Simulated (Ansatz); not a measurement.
Abridged output of a molecular run in Ansatz:

```
Functional definition: HF
1238 factors; integrals over basis functions are off by at most 1.4e-3 eV
mean field evaluation 1: about -28039.8824 eV, gradient 3.4e1 eV
mean field evaluation 2: about -28040.1293 eV, gradient 3.4e1 eV
mean field evaluation 4: about -28043.4790 eV, gradient 3.3e0 eV
mean field evaluation 8: about -28043.5509 eV, gradient 2.5e-1 eV
mean field evaluation 16: about -28043.5514 eV, gradient 2.1e-6 eV
mean field -28043.55137343 eV, -1030.5815043719 hartree, gradient 2.0e-6 eV, S^2 0.000000; 0 other end points of the search recorded, 0 dependent functions left out
16 core orbitals not correlated: weight in the atoms' cores, before any rotation towards them, 1.000 or more for the frozen orbitals, at most 0.000 for the correlated occupied ones
reference -28043.55137343 eV, -1030.5815043719 hartree; 11, 11 occupied and 186, 186 virtual orbitals, 1238 factors
second order -15.02043055 eV of doubles, -0.00000000 eV of singles
cycle   1  -15.85501581 eV  change   -8.3e-1 eV  update   8.9e-2
cycle   2  -16.28693009 eV  change   -4.3e-1 eV  update   2.8e-2
cycle   3  -16.35127582 eV  change   -6.4e-2 eV  update   1.2e-2
cycle   4  -16.34451759 eV  change    6.8e-3 eV  update   3.1e-3
cycle   5  -16.34359728 eV  change    9.2e-4 eV  update   1.3e-3
cycle   6  -16.34363334 eV  change   -3.6e-5 eV  update   4.4e-4
cycle   7  -16.34354914 eV  change    8.4e-5 eV  update   2.1e-4
cycle   8  -16.34356801 eV  change   -1.9e-5 eV  update   1.0e-4
cycle   9  -16.34359942 eV  change   -3.1e-5 eV  update   5.2e-5
cycle  10  -16.34357402 eV  change    2.5e-5 eV  update   2.6e-5
perturbative correction -0.72880107 eV, -0.0267829455 hartree
Total energy: -28060.62374853 eV, -1031.2089025845 hartree
```

Its atoms:

Z-matrix (Å, degrees):
```
Si
C 1 1.898
Al 1 2.329 2 53.9
Cl 1 2.074 2 110.6 3 103.5
H 1 1.487 2 119.1 3 -132.4
H 2 1.105 1 105.8 3 100.5
H 2 1.089 1 124.0 3 -132.5
H 3 1.580 1 164.4 2 162.8
```

(1) Which basis set was used?
A. def2-SVPD
B. cc-pV(Q+d)Z
C. def2-TZVPPD
D. def2-TZVPP

(2) Write the keys of the input that set method, charge and spin (a neutral closed shell needs none for the last two).

Answers

(1) D. It gives 213 functions.

(2) 
```yaml
correlation: {method: ccsd_t}
```
